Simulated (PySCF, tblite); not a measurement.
Question: Give a GFN2-xTB geometry of `CC1=CP(C(F)(F)F)CC1`.

Answer: 
```
atom  x, y, z in Å
C1    -2.4177   -0.3082    0.4245
C2    -1.0364   -0.1560   -0.1110
C3    -0.2826   -1.1488   -0.5812
P4     1.3551   -0.6355   -1.1662
C5     2.2273   -0.8574    0.5141
F6     2.4313   -2.1550    0.7796
F7     1.5641   -0.3515    1.5692
F8     3.4312   -0.2614    0.5094
C9     0.8876    1.1512   -0.9241
C10   -0.4074    1.2076   -0.1023
H11   -3.1159    0.2883   -0.1621
H12   -2.4580    0.0504    1.4523
H13   -2.7352   -1.3469    0.3998
H14   -0.5961   -2.1777   -0.6506
H15    0.7272    1.5643   -1.9229
H16    1.7098    1.7045   -0.4671
H17   -1.0944    1.9530   -0.5072
H18   -0.1988    1.4854    0.9342
```

Any rigid rotation of these coordinates is as good. Atoms count from 1 in this order. The C–P distances run from 1.813 Å (C3–P4, drawn single) to 1.906 Å (P4–C5, drawn single), a spread of 0.093 Å. Of the pairs four or more bonds apart, F7···C10 is among the closest relative to their van der Waals radii: 3.02 Å, 95 % of the sum of Bondi's values. The C–C distances run from 1.332 Å (C2=C3, drawn double) to 1.535 Å (C9–C10, drawn single), a spread of 0.203 Å. P4 (phosphine phosphorus) is pyramidal (angles 96.4°, 95.5° and 90.2°, sum 282.1°, 0.99 Å off the plane of its three neighbours).

Bonds between heavy atoms (Å): C1–C2 1.489, C2=C3 1.332, C3–P4 1.813, P4–C5 1.906, C5–F6 1.340, C5–F7 1.345, C5–F8 1.343, P4–C9 1.863, C9–C10 1.535, C2–C10 1.502.

The geometry is computed with GFN2-xTB (gas phase).

Point group: C1 (no symmetry element, even within 0.4 Å). Its GFN2-xTB frequencies are all real (lowest 32 cm⁻¹). The numbers are those of one conformer (C2–C3–P4–C5 90°, C3–P4–C9–C10 13°, P4–C9–C10–C2 -15°, C1–C2–C10–C9 -170°).
